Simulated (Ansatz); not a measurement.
Ansatz (a program for electronic structure) input (BLYP/def2-TZVPD):

Ansatz 0.2 input:
```yaml
crystal:
  periodic: [false, false, false]
  atoms:
    - {symbol: Si, position_ang: [-0.07353083, 0.18974016, -0.29307689]}
    - {symbol: Cl, position_ang: [0.36763708, -0.91520252, 1.42242303]}
    - {symbol: N, position_ang: [1.06824033, -0.39185610, -1.42271034]}
    - {symbol: N, position_ang: [-0.08811938, 1.79722276, 0.28463773]}
    - {symbol: N, position_ang: [-1.58991074, -0.03881778, -1.02705101]}
    - {symbol: H, position_ang: [1.96967748, -0.72434879, -1.12339264]}
    - {symbol: H, position_ang: [1.08287216, -0.04528803, -2.36855350]}
    - {symbol: H, position_ang: [-0.29675860, 2.56646028, -0.33154902]}
    - {symbol: H, position_ang: [0.49132681, 2.07428398, 1.05937033]}
    - {symbol: H, position_ang: [-1.77787628, -0.87628188, -1.55392633]}
    - {symbol: H, position_ang: [-2.42111179, 0.34141297, -0.60419858]}
basis:
  gaussian:
    orbitals: def2-TZVPD
hamiltonian:
  xc: {name: BLYP}
output: {forces: true}
```

End of the output:

```
the calculation of the forces begins
reference -24973.50889452 eV, -917.7595242212 hartree; 29, 29 occupied and 225, 225 virtual orbitals, 1398 factors
Total energy: -24973.50889452 eV, -917.7595242212 hartree
Atom 0 at    -0.073531     0.189740    -0.293077 Å, force     0.050581    -0.049700     0.097981 eV/Å
Atom 1 at     0.367637    -0.915203     1.422423 Å, force     0.084821    -0.212981     0.330522 eV/Å
Atom 2 at     1.068240    -0.391856    -1.422710 Å, force    -0.027122    -0.155337    -0.082334 eV/Å
Atom 3 at    -0.088119     1.797223     0.284638 Å, force    -0.142002     0.062139     0.087284 eV/Å
Atom 4 at    -1.589911    -0.038818    -1.027051 Å, force    -0.044898     0.099218    -0.157621 eV/Å
Atom 5 at     1.969677    -0.724349    -1.123393 Å, force     0.326139    -0.117740     0.068656 eV/Å
Atom 6 at     1.082872    -0.045288    -2.368553 Å, force     0.038014     0.107486    -0.343356 eV/Å
Atom 7 at    -0.296759     2.566460    -0.331549 Å, force    -0.062964     0.298645    -0.194264 eV/Å
Atom 8 at     0.491327     2.074284     1.059370 Å, force     0.193769     0.132848     0.264099 eV/Å
Atom 9 at    -1.777876    -0.876282    -1.553926 Å, force    -0.102251    -0.282798    -0.191869 eV/Å
Atom 10 at    -2.421112     0.341413    -0.604199 Å, force    -0.314085     0.118222     0.120902 eV/Å
Dipole moment:    -0.009114     0.308374    -0.401556 e Å
```
